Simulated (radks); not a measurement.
Task: The mean radii <r> (bohr) of the occupied orbitals of an atom or ion are listed with their occupations. All-electron calculation, Dirac Kohn-Sham, revPBE, spin-unpolarised, spherical densities, point nucleus. Program: a radial shooting solver on a logarithmic mesh with Libxc functionals.

| orbital | occ. | <r> |
|---|---|---|
| 1s1/2 | 2 | 0.03706 |
| 2s1/2 | 2 | 0.1623 |
| 2p1/2 | 2 | 0.1387 |
| 2p3/2 | 4 | 0.1430 |
| 3s1/2 | 2 | 0.4581 |
| 3p1/2 | 2 | 0.4548 |
| 3p3/2 | 4 | 0.4652 |
| 3d3/2 | 4 | 0.4502 |
| 3d5/2 | 6 | 0.4537 |
| 4s1/2 | 2 | 1.203 |
| 4p1/2 | 2 | 1.322 |
| 4p3/2 | 4 | 1.350 |
| 4d3/2 | 1 | 1.828 |

Name the element and its charge. Open shells, if any, fill j = l - 1/2 first.

Result: Z = 40, zirconium, charge +3: Zr3+ in [Kr] 4d1. The 1s radius gives Z: for a bare nucleus <r> = (2 gamma + 1)/(2Z) with gamma = sqrt(1 - (Z/c)^2), 0.03641 bohr for Z = 40, and screening makes it slightly larger (0.03706 here). The occupations add up to 37, and the charge is Z minus that.
